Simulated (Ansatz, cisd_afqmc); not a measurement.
Species: AlH3Se, charge 0, singlet. AlH3Se (SMILES [AlH2][SeH]).
B3LYP-D3(BJ)/def2-TZVP minimum from Ansatz (a first-principles code):
```
Al
H 1 1.5733
H 1 1.5738 2 124.44
Se 1 2.3243 2 116.08 3 -180.00
H 4 1.4720 1 92.94 2 -180.00
```

Atomisation energy term by term, kcal/mol (programs: Ansatz, cisd_afqmc). Radicals and triplets start from unrestricted determinants; spin-orbit coupling is neglected. Cores are frozen in correlated methods (noble-gas shells, and filled d and f shells in the p block). No relativity. AFQMC is phaseless with a CISD trial state; ± is one standard error, without the phaseless bias. Outlying blocks are dropped, and bars are widened where a walk drifts. Over all cases where full CI ran beside it in this data, AFQMC minus full CI had a median of +0.1 mEh and passed +0.4 mEh in a tenth of the cases. CBS(X,Y): correlation extrapolated as X^-3, Hartree-Fock from the larger set. A bracket is a step between two methods taken in the basis named. Where a partner has so few electrons that a lower coupled-cluster level is exact, that level stands in.

```json
[
 {"term": "Hartree-Fock", "basis": "def2-QZVPP", "kcal/mol": "218.44"},
 {"term": "CCSD correlation", "basis": "CBS(def2-TZVPP,def2-QZVPP)", "kcal/mol": "73.19"},
 {"term": "(T)", "basis": "CBS(def2-TZVPP,def2-QZVPP)", "kcal/mol": "3.73"},
 {"term": "CCSDT(Q) - CCSD(T)", "basis": "def2-TZVPP", "kcal/mol": "0.16"},
 {"term": "CCSDTQ - CCSDT(Q)", "basis": "def2-SVP", "kcal/mol": "0.00"},
 {"term": "sum: De", "basis": "", "kcal/mol": "295.5"}
]
```

The step beyond CCSD(T) by other levels: CCSDTQ in def2-SVP 0.32; AFQMC/CISD in def2-SVP 0.31 ± 0.19; CCSDT(Q) in def2-SVP 0.32 kcal/mol.
